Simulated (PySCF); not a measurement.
Several molecules and their computed UV-vis stick spectra, shuffled. Computed, not measured: PySCF 2.14.0, density-fitted response routines, TDDFT CAM-B3LYP/def2-SVPD, vertical, gas phase, core orbitals frozen in the response. Geometries: PBE0-D3(BJ)/def2-SVP; one conformer of each isolated species. Triplets are in the Tamm–Dancoff approximation. Relativistic effects are left out although some hold elements past zinc.

A. `[NH3+][BH2-]C(F)(F)F`
B. `COB(OC)C(C)C`
C. `CCCCCBr`
D. `[O]=[Cr](=[O])([Cl])[Cl]`

Lowest singlet levels (six at most, fewer where fewer were computed) with oscillator strengths:

1. 161 nm (f 0.001); 161 nm (f 0.002); 159 nm (f 0.019); 148 nm (f 0.050); 147 nm (f 0.070); 146 nm (f 0.038); T1 7.31 eV
2. 169 nm (f 0.012); 162 nm (f 0.010); 138 nm (f 0.015); 135 nm (f 0.010); 135 nm (f 0.086); 132 nm (f 0.015); T1 7.21 eV
3. 201 nm (f 0.001); 198 nm (f 0.002); 164 nm (f 0.050); 162 nm (f 0.079); 150 nm (f 0.017); 150 nm (f 0.014); T1 5.54 eV
4. 406 nm (f 0.000); 403 nm (f 0.002); 379 nm (f 0.014); 350 nm (f 0.027); 321 nm (f 0.000); 315 nm (f 0.000); T1 2.65 eV

Question: Match each spectrum to its molecule.

Answer: 1 = B, 2 = A, 3 = C, 4 = D.
- A: S1 at 7.35 eV, HOMO→LUMO (97%); Löwdin shares by element: HOMO hydrogen 43% or more, boron 40%, nitrogen 6%; LUMO hydrogen 33% or more, boron 24%, nitrogen 15% (atoms not listed hold the other 27%); HOMO -10.21 and LUMO 0.16 eV; point group Cs.
- B: S1 at 7.68 eV, HOMO→LUMO (54%), HOMO-1→LUMO (33%); Löwdin shares by element: HOMO carbon 32% or more, oxygen 18% or more, boron 15% (atoms not listed hold the other 35%); LUMO boron 36%, carbon 17% or more, oxygen 5% or more (atoms not listed hold the other 43%); HOMO -9.44 and LUMO 0.99 eV.
- C: S1 at 6.16 eV, HOMO→LUMO (88%); Löwdin shares by element: HOMO bromine 80%, carbon 10% or more; LUMO bromine 64%, carbon 20% or more, hydrogen 9% or more; HOMO -9.14 and LUMO 0.86 eV.
- D: S1 at 3.05 eV, HOMO-1→LUMO (98%); for S1 the Löwdin share of chromium is at most 2% in HOMO-1 and 61% in LUMO (ligand-to-metal charge transfer by this measure); HOMO -11.14 and LUMO -4.28 eV; point group C2v, 3 of its 6 listed states under f = 0.0005.
